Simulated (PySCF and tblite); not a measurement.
C₈H₇NO, numbered as in [CH3:1][O:2][c:3]1[cH:4][cH:5][cH:6][c:7]([C:8]#[N:9])[cH:10]1. Geometries GFN2-xTB; weights from PBE0-D3(BJ)/pcSseg-1 energies and GFN2-xTB thermal corrections, with symmetry numbers and mirror pairs. Conformers within 2.5 kcal/mol (GFN2-xTB free energy) were kept, 3 at most. GIAO shieldings: PBE0/pcSseg-1. Couplings: B3LYP/6-31G* with pcJ-1 on H (gas phase; spin-dipole term only for pairs with B, N, F, Si or P). H–H couplings come out 0.1 to 0.9 Hz lower than with pcJ-1 on all atoms. Shifts are against TMS (¹H), TMS (¹³C), NH3 (¹⁵N) at the same level. Programs: PySCF with density fitting and tblite.

Torsions listed: C1–O2–C3–C4.

Two conformers hold nearly all the population. I: 0°; δ(C4) = 116.36 ppm. II: 180°; δ(C4) = 128.37 ppm. The average over the ensemble at 298.15 K is 124.26 ppm.

(1) What populations and free-energy difference follow from a two-state model?

## Answers

(1) p(I) = (124.26 − 128.37)/(116.36 − 128.37) = 0.34, so K = p(II)/p(I) = 1.92 and G(II) − G(I) = −RT ln K = -0.39 kcal/mol. The weights computed directly are 34.2 % and 65.8 %.


¹⁵N shifts are against a computed isolated NH3 molecule, about 20 ppm from the liquid.